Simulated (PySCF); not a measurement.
## Working out the ionisation energy of As

As [Ar] 3d10 4s2 4p3 (4S) → As⁺ [Ar] 3d10 4s2 4p2 (3P). Calculation: PySCF 2.14, in aug-cc-pVDZ-DK (6s5p3d, 36 functions); the spin-free X2C one-electron Hamiltonian (Gaussian nucleus). Frozen: [Ar] 3d10. Energies in hartree (1 hartree = 27.21139 eV):

| part | As (lower) | As⁺ (upper) |
| --- | --- | --- |
| UHF | -2258.917865 | -2258.571121 |
| MP2 opposite-spin | -0.040638 | -0.035629 |
| MP2 same-spin | -0.015871 | -0.007127 |

Question: What does Hartree-Fock give?

Answer: (-2258.571121) − (-2258.917865) = 0.346744 hartree = 9.435 eV.

Question: What do MP2 and SCS-MP2 (6/5 opposite-spin, 1/3 same-spin) give?

Answer: The opposite-spin parts differ by 0.136 eV and the same-spin parts by 0.238 eV. MP2: 9.435 + (0.136) + (0.238) = 9.809 eV. SCS-MP2: 9.435 + 1.2 × (0.136) + (0.238)/3 = 9.678 eV.

Measured between the centres of the two terms (NIST): 10.008 eV, so MP2 (valence) is off by -0.199 eV.

A double-zeta basis recovers only part of the correlation energy.

What remains against the reference includes basis incompleteness, the frozen core and correlation beyond second order.
